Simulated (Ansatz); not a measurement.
ClGa, triplet, at a GFN2-xTB geometry of the parent state (such geometries of metal compounds can be far from the true shape).

Ansatz (a program for electronic structure) was given this input:
Ansatz 0.2 input:
```yaml
crystal:
  periodic: [false, false, false]
  atoms:
    - {symbol: Ga, position_ang: [-0.00000000, -0.00000000, -0.76826451]}
    - {symbol: Cl, position_ang: [0.00000000, 0.00000000, 1.40095293]}
basis:
  gaussian:
    orbitals: cc-pVTZ
hamiltonian:
  xc: blyp
magnetization: {spin_polarized: false, initial_magnetization: 2}
```

Task: What does this run give for the number of basis functions, total energy, <S^2>?

Result: 
| Property | Value |
|---|---|
| number of basis functions | 77 |
| total energy | -2385.1137 Eh |
| <S^2> | 2.000 |
